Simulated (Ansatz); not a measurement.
Molecule: CdCl, charge 0, multiplicity 2. The spin state was set by rule; other spins were not relaxed. SMILES of the parent species: [Cl][Cd]
Geometry from a B3LYP-D3(BJ)/def2-TZVP (Ansatz, a first-principles code) optimisation:
```
Cd
Cl 1 2.3992
```
Charge 0, spin multiplicity 2.

Wanted: atomisation energy (electronic, to ground-state atoms), in kcal/mol. Cores are frozen in the correlated levels unless marked. UHF or UKS for open shells. Spin-orbit coupling is left out. Frozen are the shells of the preceding noble gas and the d and f shells that filled before the atom's block. In def2 rows, elements after Kr have scalar-relativistic effective core potentials. The coupled-cluster limit lacks core correlation, which all-electron functionals hold. Basis-set limits of correlation are two-point, X^-3; Hartree-Fock from the larger set. [CCSD(T)-MP2]/basis is that difference in the basis named.

```tsv
level	program	atomisation energy (kcal/mol)
HF/def2-SVPD	Ansatz	40.1
BLYP-D3(BJ)/def2-TZVPD	Ansatz + dftd3	38.9
PBE0-D3(BJ)/def2-TZVP	Ansatz + dftd3	45.5
r2SCANh/def2-TZVPD	Ansatz	47.7
CAM-B3LYP-D4/def2-TZVPD	Ansatz + dftd4	42.3
B2GP-PLYP/def2-TZVPD	Ansatz	43.3
RPA@PBE/def2-TZVPP	Ansatz	32.4
SCS-MP2/def2-SVPD	Ansatz	42.2
SCS-MP2/def2-QZVPP	Ansatz	40.9
CCSD/def2-SVPD	Ansatz	40.8
CCSD/def2-QZVPPD	Ansatz	42.2
CCSD/CBS(def2-TZVPP,def2-QZVPP)	Ansatz	43.5
RI-MP2/CBS(def2-TZVPP,def2-QZVPP)+[CCSD(T)-MP2]/def2-SVP	Ansatz	42.0
RI-MP2/CBS(def2-TZVPPD,def2-QZVPPD)+[CCSD(T)-MP2]/def2-QZVPPD	Ansatz	43.4
CCSD(T)/CBS(def2-TZVPPD,def2-QZVPPD)	Ansatz	44.1
```
